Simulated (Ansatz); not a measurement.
Potential energy curve for SiH, doublet.

- UKS-PBE = unrestricted PBE/aug-cc-pVTZ in Ansatz (an electronic-structure program)
- UKS-B3LYP = unrestricted B3LYP/aug-cc-pVTZ (Ansatz)
- FCI = full CI/aug-cc-pVTZ, frozen core (Ansatz)

Energies relative to the lowest point of each curve between 1.25 and 1.91 Å, where full CI is lowest, in kcal/mol; the last columns give the error against full CI:

```tsv
R / Å	UKS-PBE	UKS-B3LYP	FCI	UKS-PBE − FCI	UKS-B3LYP − FCI
1.01	113.6	110.8	111.8	1.9	-1.0
1.11	62.1	59.8	60.1	2.0	-0.4
1.18	38.6	36.6	36.7	1.8	-0.1
1.25	22.3	20.8	20.8	1.6	0.0
1.29	15.6	14.3	14.2	1.4	0.1
1.36	7.4	6.4	6.3	1.0	0.1
1.39	4.9	4.2	4.1	0.8	0.1
1.43	2.6	2.0	2.0	0.6	0.1
1.46	1.3	1.0	0.9	0.4	0.1
1.53	0.0	0.0	0.0	0.0	0.0
1.62	0.7	1.1	1.2	-0.5	-0.1
1.70	2.9	3.7	3.8	-1.0	-0.2
1.80	6.9	8.2	8.4	-1.4	-0.2
1.91	12.5	14.1	14.3	-1.8	-0.2
2.07	21.5	23.6	23.6	-2.2	0.0
2.26	32.4	35.0	34.4	-2.0	0.6
2.53	46.6	49.6	47.6	-1.0	2.1
2.82	58.2	60.4	58.0	0.2	2.4
3.11	64.8	66.6	64.7	0.1	1.9
3.52	69.2	71.1	69.3	-0.1	1.8
4.11	71.0	73.5	71.3	-0.4	2.2
4.84	71.4	74.2	71.9	-0.5	2.4
```

UKS-PBE is furthest from FCI at 2.07 (-2.2 kcal/mol, below); its mean absolute error over the points is 1.0 kcal/mol.

UKS-B3LYP is furthest from FCI at 4.84 (2.4 kcal/mol, above); its mean absolute error over the points is 0.7 kcal/mol.

The unrestricted determinant behind UKS-PBE is spin-contaminated at 2.82 to 4.84 Å (<S²> up to 1.8, against 0.75 for a pure doublet). The unrestricted determinant behind UKS-B3LYP is spin-contaminated at 2.53 to 4.84 Å (<S²> up to 1.7, against 0.75 for a pure doublet).
